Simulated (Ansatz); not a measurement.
Compare A (`BN[SiH2]NC`) with its isomer B (`CB[SiH](N)N`).

Computed with Ansatz on PBE0-D4/def2-TZVP structures; ΔE is electronic, products minus reactants. CBS: MP2 limit from def2 TZ/QZ plus the TZ coupled-cluster correction, frozen cores. Functionals use def2-TZVPP. B3LYP here is the variant with VWN-RPA as its local correlation; programs differ in this. One conformer a species, not always the lowest.

(1) Which isomer does CCSD(T)/CBS put lower? Give the gap. (Estimate.)

(2) Give E(B) − E(A) in kJ/mol with CCSD/def2-TZVPP, B3LYP-D4, PBE-D4, CCSD(T)/def2-TZVPP, MP2/def2-TZVPP, r2SCAN-D4, B2PLYP. (Estimate.)

Largest T1 diagnostic: 0.012.

## Answers

(1) The calculation gave: A, by 83.5 kJ/mol.

(2) Ansatz gave: CCSD/def2-TZVPP 88.4, B3LYP-D4 88.2, PBE-D4 75.4, CCSD(T)/def2-TZVPP 88.7, MP2/def2-TZVPP 91.7, r2SCAN-D4 77.9, B2PLYP 90.4. None reverses the order clearly.

From PBE to PBE0 (25 % exact exchange), in def2-TZVPP and without D4, E(B) − E(A) moves by +3.2 kJ/mol. In def2-TZVPP, CCSD(T) changes the Hartree–Fock value by −9.1 kJ/mol (the triples alone add +0.3 kJ/mol) and MP2 by −6.2 kJ/mol.
